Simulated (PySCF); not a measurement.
Se(SH)2 (H2S2Se), SMILES S[Se]S. Geometry: ωB97X-D3(BJ)/def2-TZVP. The values are those of a single conformer.

Calculation: ωB97X-D3(BJ)/def2-TZVP run with PySCF 2.14.0.

Harmonic wavenumbers (cm⁻¹): 170, 304, 324, 418, 436, 855, 868, 2736, 2737. Rotational constants (GHz): 7.331, 2.541, 1.937; symmetry number 2.

**Question.** Work out the zero-point energy and the ideal-gas rigid-rotor harmonic-oscillator thermochemistry at 298.15 K and 1 atm.

**Answer.** ZPE = ½ Σ hcν = ½ × 8848 cm⁻¹ = 12.65 kcal/mol. H − E(el) = 16.34 kcal/mol. Entropy in cal/(mol K): translation 40.83, rotation 25.21, vibration 7.19, total 73.23. G − E(el) = -5.49 kcal/mol. Cp = 17.06 cal/(mol K).
